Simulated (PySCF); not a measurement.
## Dipole response of Be²⁺ (beryllium, charge +2)

1s2, closed-shell 1S. Computed with PySCF 2.14 in aug-cc-pCVQZ-DK, with the spin-free X2C one-electron Hamiltonian (Gaussian nucleus). Coupled (time-dependent) response in atomic units; α is the mean over directions.

```
method  mean α (bohr³)  C₆ (like pair)     S(−4)
   UHF         0.05167         0.01101  0.001900
   PBE         0.05505         0.01197  0.002234
  PBE0         0.05409         0.01170  0.002134
  BLYP         0.05490         0.01191  0.002230
```

S(−4) is the Cauchy moment in α(ω) = α(0) + S(−4) ω² + …

α(iu) at UHF:

| u (hartree) | α(iu) (bohr³) |
| --- | --- |
| 0 | 0.05167 |
| 0.0500 | 0.05167 |
| 0.100 | 0.05165 |
| 0.200 | 0.05160 |
| 0.300 | 0.05150 |
| 0.500 | 0.05120 |
| 0.750 | 0.05063 |
| 1.00 | 0.04985 |
| 1.50 | 0.04776 |
| 2.00 | 0.04515 |
| 3.00 | 0.03917 |
| 5.00 | 0.02794 |

A single London oscillator, α(iu) = α/(1 + u²/ω²), gives C₆ = (3/4) ω α². Matching the computed C₆ needs ω = 4 × 0.01101 / (3 × 0.05167²) = 5.50 hartree.

For an ion, C₆ is the dispersion term alone; charge-induced terms of lower order in 1/R come first.
